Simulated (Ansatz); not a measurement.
Consider the substitution at a C–Si bond: `C[SiH2]C(F)F` + `[NH]=[V]([NH2])([OH])[OH]` → `C[N]=[V]([NH2])([OH])[OH]` + `FC(F)[SiH3]`.

Program: Ansatz. Geometries: PBE0-D4/def2-TZVP. ΔE: electronic, gas phase. CCSD(T)/CBS adds triple-zeta CCSD(T) − MP2 to the extrapolated MP2 energy (def2 sets, frozen cores). For V outer-core shells are correlated without core-valence functions, which leaves a few kJ/mol of doubt a bond. Scalar relativity is left out up to krypton. Each species was taken in one conformer, which may not be the lowest.

`C[SiH2]C(F)F`:

```xyz
11

C     1.554   -0.296   -0.267
Si   -0.211    0.077   -0.739
C    -1.257    0.282    0.858
F    -1.171   -0.854    1.620
F    -2.575    0.466    0.554
H     2.170   -0.440   -1.158
H     1.604   -1.206    0.333
H     1.988    0.522    0.313
H    -0.321    1.354   -1.492
H    -0.826   -1.024   -1.523
H    -0.955    1.119    1.501
```

`[NH]=[V]([NH2])([OH])[OH]`:

Cartesian coordinates in Å:
```
N -0.830 1.230 -0.343
V -0.061 -0.174 -0.195
N 0.951 0.029 1.314
O 0.971 -0.500 -1.605
O -1.204 -1.523 -0.008
H -1.345 2.085 -0.497
H 1.544 -0.721 1.641
H 1.004 0.841 1.906
H 1.119 0.136 -2.306
H -2.149 -1.401 0.094
```

`C[N]=[V]([NH2])([OH])[OH]`:

```xyz
13

C     1.310    0.304   -1.642
N     0.438    0.206   -0.534
V    -0.552    0.148    0.731
N    -0.895   -1.644    0.912
O    -2.045    1.068    0.409
O     0.242    0.808    2.186
H     2.262    0.764   -1.353
H     0.865    0.908   -2.441
H     1.524   -0.691   -2.049
H    -0.544   -2.401    0.350
H    -1.504   -1.978    1.648
H    -2.267    1.449   -0.442
H     1.165    1.059    2.226
```

`FC(F)[SiH3]`:

```xyz
8

F     1.665   -0.877   -0.312
C     0.335   -0.899    0.001
F     0.222   -1.414    1.261
Si   -0.385    0.880   -0.053
H    -0.147   -1.608   -0.684
H    -0.228    1.398   -1.434
H     0.362    1.715    0.916
H    -1.823    0.805    0.305
```

```json
{"species": "`C[SiH2]C(F)F`", "HF/def2-TZVPP energy (Eh)": "-567.16721"}
{"species": "`[NH]=[V]([NH2])([OH])[OH]`", "HF/def2-TZVPP energy (Eh)": "-1204.50514"}
{"species": "`C[N]=[V]([NH2])([OH])[OH]`", "HF/def2-TZVPP energy (Eh)": "-1243.55382"}
{"species": "`FC(F)[SiH3]`", "HF/def2-TZVPP energy (Eh)": "-528.10272"}
```

(1) Work out ΔE.

Largest T1 diagnostic among the species: 0.030, so the coupled-cluster value is less sure than usual.

Results:

(1) ΔE = (-1243.55382) + (-528.10272) − (-567.16721) − (-1204.50514) = 0.01581 Eh = +9.9 kcal/mol. CCSD(T)/CBS gives +10.8 kcal/mol.
